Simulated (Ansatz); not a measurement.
`OC(F)(F)[SiH3]`, charge 0, multiplicity 1.

(1) Give a relaxed structure at PBE0-D4/def2-TZVP (Ansatz 0.2.0). (Best estimate.)

## Answers

(1) Ansatz gave: 
Z-matrix (Å, degrees):
```
C
F 1 1.371
F 1 1.371 2 104.2
O 1 1.352 2 110.0 3 -117.8
Si 1 1.928 2 110.6 3 119.0
H 4 0.968 1 108.9 2 57.1
H 5 1.481 1 108.0 2 -177.2
H 5 1.481 1 108.0 2 62.4
H 5 1.481 1 107.1 2 -57.4
```
Point group Cs.
This is one stationary point; other conformers may exist.
